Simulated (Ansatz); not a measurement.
The inner images of a band of BFH3N + FH (8 atoms, charge 0, multiplicity 1) are given out of order.

Theory: RKS PBE0-D4/def2-SVP in Ansatz 0.2.0.

Image 0:

```xyz
8
Properties=species:S:1:pos:R:3
B 0.035 -0.292 0.229
N 0.026 -0.113 1.631
H -0.800 -0.328 2.176
H 0.888 -0.137 2.166
F 1.198 -0.255 -0.408
H -0.989 -0.462 -0.382
F -0.362 2.498 0.839
H -0.230 1.687 1.289
```

Image 8:

```xyz
8
Properties=species:S:1:pos:R:3
B -0.141 0.370 0.095
N 0.048 0.236 1.756
H -0.857 0.225 2.227
H 0.553 -0.618 1.994
F 1.156 0.339 -0.363
H -0.834 -0.592 -0.221
F -0.741 1.600 -0.046
H 0.583 1.038 2.096
```

Question: Put them in order from the first end to the last, with their energies above the first end.
A.
```xyz
8
Properties=species:S:1:pos:R:3
B -0.059 0.310 0.108
N -0.034 0.201 1.771
H -0.803 -0.298 2.213
H 0.858 -0.107 2.157
F 1.185 -0.090 -0.304
H -1.008 -0.335 -0.309
F -0.229 1.702 0.035
H -0.143 1.215 1.868
```
B.
```xyz
8
Properties=species:S:1:pos:R:3
B -0.109 0.358 0.088
N 0.004 0.247 1.768
H -0.849 -0.115 2.193
H 0.785 -0.359 2.017
F 1.175 0.077 -0.320
H -0.955 -0.466 -0.240
F -0.466 1.673 -0.107
H 0.183 1.183 2.138
```
C.
```xyz
8
Properties=species:S:1:pos:R:3
B -0.081 0.353 0.085
N -0.029 0.250 1.774
H -0.811 -0.272 2.168
H 0.845 -0.196 2.052
F 1.184 -0.046 -0.284
H -0.987 -0.389 -0.272
F -0.307 1.695 -0.126
H -0.047 1.203 2.141
```
D.
```xyz
8
Properties=species:S:1:pos:R:3
B -0.132 0.364 0.093
N 0.033 0.242 1.760
H -0.860 0.055 2.216
H 0.688 -0.504 1.997
F 1.160 0.203 -0.352
H -0.911 -0.531 -0.219
F -0.611 1.643 -0.073
H 0.401 1.127 2.117
```
E.
```xyz
8
Properties=species:S:1:pos:R:3
B 0.006 -0.143 0.274
N 0.013 -0.093 1.700
H -0.792 -0.410 2.226
H 0.890 -0.191 2.201
F 1.170 -0.067 -0.358
H -1.017 -0.312 -0.337
F -0.293 2.209 0.555
H -0.211 1.605 1.278
```
F.
```xyz
8
Properties=species:S:1:pos:R:3
B -0.050 0.235 0.180
N -0.025 0.170 1.774
H -0.791 -0.326 2.226
H 0.866 -0.122 2.179
F 1.178 -0.065 -0.316
H -1.016 -0.307 -0.313
F -0.238 1.755 0.235
H -0.157 1.258 1.574
```
G.
```xyz
8
Properties=species:S:1:pos:R:3
B -0.029 0.099 0.251
N -0.013 0.084 1.763
H -0.785 -0.386 2.226
H 0.877 -0.175 2.183
F 1.170 -0.038 -0.327
H -1.021 -0.277 -0.324
F -0.251 1.867 0.397
H -0.182 1.424 1.369
```

Answer: E (+0.07 eV), G (+0.35 eV), F (-0.26 eV), A (-0.92 eV), C (-1.05 eV), B (-1.06 eV), D (-1.08 eV).

Run time: 3.1 min on 1 thread of Arm Neoverse V2, on a shared host, peak memory 0.14 GiB.
